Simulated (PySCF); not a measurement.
Job file and geometry (Å, from GFN2-xTB) of an NMR shielding run on `C#CCP(C)C(F)(F)F`, C₅H₆F₃P, GIAO PBE0/pcSseg-1 NMR shielding, non-relativistic, gas phase in PySCF 2.14.0, density-fitted response routines; density fitting, a coarse starting grid and PySCF grid level 2 are the driver's defaults:

```
$ OMP_NUM_THREADS=1 python probes_run.py task.json out

{"job": {"kind": "nmr", "xc": "PBE0", "basis": "pcSseg-1"}, "charge": 0, "multiplicity": 1}
C      3.192841    -0.244654     0.033534
C      2.063221    -0.540291    -0.229265
C      0.688584    -0.870014    -0.524649
P     -0.297523     0.706585    -0.705957
C     -0.368925     1.218066     1.063399
C     -1.978304    -0.166302    -0.724065
F     -2.144221    -0.864239    -1.857154
F     -2.981885     0.717956    -0.650942
F     -2.163507    -1.037253     0.286241
H      4.191044    -0.008808     0.252004
H      0.270882    -1.487787     0.278179
H      0.636065    -1.418231    -1.471322
H     -1.078922     2.037079     1.171893
H     -0.655038     0.390971     1.713381
H      0.621276     1.574913     1.342809
```

**Question.** What does the program print?

**Answer.** 
```
coarse grid: 14032 points
cycle   1  E = -834.0252783555  dE =  1.271e+00  |g| = 9.215e-01  |ddm| = 3.722e+00
cycle   2  E = -833.8661887000  dE =  1.591e-01  |g| = 1.372e+00  |ddm| = 1.367e+00
cycle   3  E = -834.1793520387  dE = -3.132e-01  |g| = 7.908e-02  |ddm| = 8.125e-01
cycle   4  E = -834.1802759936  dE = -9.240e-04  |g| = 4.935e-02  |ddm| = 1.053e-01
cycle   5  E = -834.1807138172  dE = -4.378e-04  |g| = 2.596e-02  |ddm| = 4.879e-02
cycle   6  E = -834.1808735644  dE = -1.597e-04  |g| = 4.300e-03  |ddm| = 2.106e-02
cycle   7  E = -834.1808782262  dE = -4.662e-06  |g| = 1.017e-03  |ddm| = 4.859e-03
final grid: 135016 points
cycle   8  E = -834.2559211969  dE = -4.861e-05  |g| = 8.757e-03  |ddm| = 4.884e-02
cycle   9  E = -834.2559130524  dE =  8.145e-06  |g| = 1.102e-02  |ddm| = 1.464e-02
cycle  10  E = -834.2559385871  dE = -2.553e-05  |g| = 9.981e-04  |ddm| = 8.022e-03
cycle  11  E = -834.2559387424  dE = -1.552e-07  |g| = 4.801e-04  |ddm| = 1.061e-03
cycle  12  E = -834.2559387880  dE = -4.564e-08  |g| = 2.017e-04  |ddm| = 4.277e-04
cycle  13  E = -834.2559387971  dE = -9.142e-09  |g| = 4.243e-05  |ddm| = 1.587e-04
cycle  14  E = -834.2559387975  dE = -3.724e-10  |g| = 8.994e-06  |ddm| = 4.384e-05
converged SCF energy = -834.2559387975

GIAO shielding tensors (ppm)
atom      isotropic    diamagn.    paramagn.     s11        s22        s33       span
  0 C      108.946     257.580    -148.635     34.330     36.087    256.420    222.089
  1 C      104.631     259.002    -154.371      7.995     10.608    295.291    287.297
  2 C      168.574     253.969     -85.395    155.944    172.822    176.957     21.012
  3 P      351.840     964.961    -613.121    256.342    359.288    439.890    183.548
  4 C      176.754     253.612     -76.859    165.177    173.133    191.950     26.773
  5 C       45.219     250.953    -205.735     35.904     42.139     57.613     21.709
  6 F      248.444     473.719    -225.276    159.762    254.705    330.864    171.103
  7 F      248.495     472.588    -224.093    160.536    254.682    330.268    169.732
  8 F      258.765     476.282    -217.518    172.314    269.031    334.950    162.636
  9 H       30.207      34.004      -3.797     24.662     24.906     41.055     16.393
 10 H       28.915      30.183      -1.269     23.267     30.002     33.475     10.208
 11 H       28.862      27.809       1.052     22.624     29.018     34.943     12.319
 12 H       30.232      29.557       0.675     25.502     27.415     37.780     12.278
 13 H       30.141      31.164      -1.022     25.970     28.873     35.581      9.611
 14 H       30.032      30.622      -0.590     24.865     28.423     36.807     11.943
```

Size and cost of the density-fitted run: 190 basis functions, 28 s wall time on 1 thread of an Intel Xeon 6975P-C, shared host; peak memory 0.93 GiB.
